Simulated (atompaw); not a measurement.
Pseudopotential generation for argon (Ar): PAW (atompaw), PBE, scalar-relativistic.

The input file (atompaw 4.2.0.5):

```
Ar 18
GGA-PBE scalarrelativistic loggrid 1500 logderivrange -5 5 251
3 3 0 0 0 0
3 1 5
0 0 0
c
c
v
c
v
1
1.15 1.00 0.75 0.95
y
-0.05
n
y
-0.4
n
custom polynom2 7 10 vanderbiltortho gaussian
bessel
1.15
1.15
1.15
1.15
PWSCFOUT
UPFDX 0.0125d0 UPFXMIN -7.d0 UPFZMESH 18.d0
END
```

Command:

```bash
atompaw < Ar.input > Ar.log
```

The program printed (summary file):

```
Completed calculations for Ar (AE)

 Exchange-correlation type: GGA, Perdew-Burke-Ernzerhof

 Radial integration grid is logarithmic
 r0 =   4.4816477E-04 h =   8.0669659E-03   n =      1500 rmax =   8.0000000E+01

 Scalar relativistic calculation

 AEatom converged in  23 iterations
   nz     =  18.00
   delta  =       5.501461064755E-17

 All Electron Orbital energies:
  n  l      occupancy      energy
  1  0      2.0000000E+00 -2.3038508E+02
  2  0      2.0000000E+00 -2.2849781E+01
  3  0      2.0000000E+00 -2.6972108E+00
  2  1      6.0000000E+00 -1.7920276E+01
  3  1      5.0000000E+00 -1.6257224E+00

 Total energy
   Total                    :    -1057.27955350663819

 ---
 Completed calculations for Ar (SC)

 Exchange-correlation type: GGA, Perdew-Burke-Ernzerhof

 Radial integration grid is logarithmic
 r0 =   4.4816477E-04 h =   8.0669659E-03   n =      1500 rmax =   8.0000000E+01

 Scalar relativistic calculation

 SCatom converged in   2 iterations
   nz     =  18.00
   delta  =       1.866278475008E-18

 Valence Electron Orbital energies:
  n  l      occupancy      energy
   3  0      2.0000000E+00 -2.6972108E+00
   3  1      5.0000000E+00 -1.6257224E+00

 Total energy
   Total                    :    -1057.27955350800153
   Valence                  :      -93.90923303116730

 PAW parameters:
       lmax =            1
         rc =    1.1577611927967197
        irc =          975
   rc_shape =    1.0012229996004500
    rc_vloc =   0.75482632295312801
    rc_core =   0.95389493799351788
   Vloc: truncated form - Vps(r)=A.sin(qr)/r for r<rc
   Projector type: improved polynomial pseudization + Vanderbilt ortho.
   Gaussian compensation charge shape with gausstol =   1.0000E-04

 Number of basis functions     4
 No.   n  nodes  l      Energy         Cp coeff         Occ
  1    3    2    0   -0.2697211E+01  0.6886397E+02  0.2000000E+01
  2  999    3    0   -0.5000000E-01  0.2602809E+02  0.0000000E+00
  3    3    1    1   -0.1625722E+01  0.4285308E+03  0.5000000E+01
  4  999    2    1   -0.4000000E+00  0.2291321E+03  0.0000000E+00

 Eigenvalues of overlap operator (in the basis of projectors):
    1        1.10620083E-01
    2        1.38577603E+00
    3        2.47102092E+02
    4        3.53039306E+03

 Orbital leakage outside PAW augmentation regions
   orb  is_core?  %out_of_sphere
   1 0    T           0.00
   2 0    T           0.16
   3 0    F          63.19
   2 1    T           0.21
   3 1    F          71.76

 Summary of PAW energies
   Total valence energy     :    -93.90925889377439
   Smooth energy            :    120.91361227109553
   One center               :   -214.82287116486992
   Smooth kinetic           :     14.86652525747771
   Vloc energy              :      1.94802236549374
   Smooth exch-corr         :     -8.79684578548270
   One-center xc            :    -52.01915620203386

  Detected negative values for pseudo core + nhat
    which may cause trouble
  Please try reducing rc_core and or adjusting compensation charge shape
```

The run took about 1 s on one core of a shared server CPU.
